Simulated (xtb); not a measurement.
3-ethenoxyprop-1-ene (C5H8O), SMILES C=CCOC=C. All values are semi-empirical tight-binding results from xtb (GFN2-xTB unless named), good for trends rather than for accurate numbers. The structure is a stationary point at GFN2-xTB. One conformer was computed; it need not be the lowest.

```
Property                                        Value
--------------------------------------  -------------
orbital gap                                   4.57 eV
dipole moment                                  1.66 D
zero-point energy                       71.5 kcal/mol
G − E(el) at 298.15 K (modified RRHO)   51.6 kcal/mol
static polarisability (D4 model)           66.9 bohr³
solvation energy, GFN2-xTB/ALPB(water)  -1.6 kcal/mol
solvation energy, GFN2-xTB/ALPB(dmso)   -5.8 kcal/mol
```

Question: Give the IR lines (harmonic; lines under 4 % of the strongest left out, lines within 3 cm⁻¹ merged). (The exact figures need the calculation; the answer reports its results.)

Answer: ν (cm⁻¹): 818 (w), 897 (w), 999 (w), 1023 (m), 1141 (m), 1185 (vs), 1308 (w), 1342 (w), 1380 (w), 1703 (s), 1721 (w), 2816 (m), 2856 (m), 3003 (m), 3060 (m), 3115 (w), 3148 (w), 3172 (w) (against the strongest line: vs over 80 %, s over 45 %, m over 15 %, w over 4 %, vw less)
